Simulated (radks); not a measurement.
Coherent X-ray form factor from a spherical all-electron density. Calculated with a radial shooting solver on a logarithmic mesh with Libxc functionals: non-relativistic Kohn-Sham, PBE, spin-polarised, spherical densities, point nucleus.

sin(theta)/lambda (1/angstrom)  f0 (electrons)
0.05                                     2.962
0.1                                      2.855
0.15                                     2.698
0.2                                      2.515
0.25                                     2.328
0.3                                      2.155
0.4                                      1.876
0.5                                      1.685
0.6                                      1.548
0.8                                      1.326
1                                        1.112
1.25                                     0.862
1.5                                      0.654
2                                        0.371

The species is in the configuration that NIST lists as its ground one. Which atom or ion scatters so?

Answer. The carbon ion C3+, [He] 2s1. Extrapolating in s^2 from the first two rows gives f0(0) = 3.0, near the electron count 3; among species with that count, the fall with angle is slower the higher Z, and the table is that of Z = 6; from so few rows the species is fixed only to a neighbour or two.
